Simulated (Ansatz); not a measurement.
Results of the Gaussian-basis code of Ansatz.

C₂H₆SiZn, SMILES `C1[CH2][Zn][SiH2]1` at its PBE0-D4/def2-TZVP geometry, where that method's forces vanish. Charge 0, multiplicity 1.

```tsv
atom	x (Å)	y (Å)	z (Å)
C1	-0.550	-0.247	0.125
C2	0.069	-0.984	-1.071
Zn3	1.442	0.497	-1.238
Si4	0.515	1.236	0.828
H5	-1.509	0.200	-0.155
H6	-0.729	-0.925	0.968
H7	-0.617	-1.152	-1.899
H8	0.546	-1.925	-0.798
H9	1.164	0.867	2.123
H10	-0.330	2.433	1.116
```

For each bond, give half the difference of the two atoms' forces along it (eV/Å; positive pushes the atoms apart) under PBE-D4, r2SCAN-D4, B3LYP-D4, ωB97M-V in def2-TZVPP. (Best estimate.)

The calculation gave: 
```tsv
bond	length (Å)	PBE-D4	r2SCAN-D4	B3LYP-D4	ωB97M-V
C1–C2	1.536	-0.06	0.11	0.16	0.29
C1–Si4	1.956	0.05	0.01	0.14	-0.06
C1–H5	1.094	0.11	-0.03	-0.11	-0.08
C1–H6	1.096	0.15	0.01	-0.10	-0.13
C2–Zn3	2.026	0.12	-0.02	0.28	-0.10
C2–H7	1.088	0.10	-0.05	-0.13	-0.08
C2–H8	1.090	0.10	-0.04	-0.12	-0.08
Zn3–Si4	2.381	0.04	-0.06	0.23	-0.06
Si4–H9	1.495	0.08	-0.02	-0.12	-0.09
Si4–H10	1.494	0.08	-0.01	-0.12	-0.08
```

B3LYP here is the variant with VWN-RPA as its local correlation; programs differ in this.
